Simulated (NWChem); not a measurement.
Molecule: CH₄F₂NV; SMILES [CH3][V](=[NH])([F])[F]

Program: NWChem. Pople sets run with spherical d functions. The geometry was optimised at B3LYP/6-31G* (spherical d). Not confirmed as a minimum by frequencies. Level B3LYP/6-31G*: energy and gradient on several grids; changes count from the extra-fine grid, which is no exact limit either.

| grid | size of the energy change (μHa) | largest change of a gradient component (μHa/bohr) |
|---|---|---|
| xcoarse | 3000 | 9000 |
| coarse | 30 | 600 |
| medium | < 10 | < 30 |
| fine | < 10 | < 30 |
| xfine | < 10 | < 30 |
